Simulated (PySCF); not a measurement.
C3H7S, SMILES C[C](C)S, multiplicity 2.

Geometry optimised at B3LYP-D3(BJ)/def2-SVP. The isomer is the one that the SMILES or the coordinates give; other isomers of the formula were not compared. Other conformers were not sampled.

The numbers are results of TDA-PBE/def2-SVPD run with PySCF, not measurements.

Vertical excitations. The molecule is in vacuum.

```tsv
state	energy (eV)	λ (nm)	f	main pairs
root 1	2.98	416	0.006	α HOMO→LUMO 100 %
root 2	3.68	337	0.007	α HOMO→LUMO+1 99 %
root 3	4.10	303	0.005	α HOMO→LUMO+2 99 %
root 4	4.50	276	0.002	α HOMO→LUMO+3 100 %
root 5	4.58	270	0.070	β HOMO→LUMO 91 %
root 6	4.99	249	0.015	α HOMO→LUMO+4 97 %
root 7	5.05	246	0.007	α HOMO→LUMO+5 98 %
root 8	5.29	234	0.008	α HOMO→LUMO+6 98 %
root 9	5.59	222	0.001	α HOMO→LUMO+7 99 %
root 10	5.77	215	0.001	α HOMO−1→LUMO 12 %, β HOMO→LUMO+1 74 %
```
Unrestricted roots are not spin-pure.
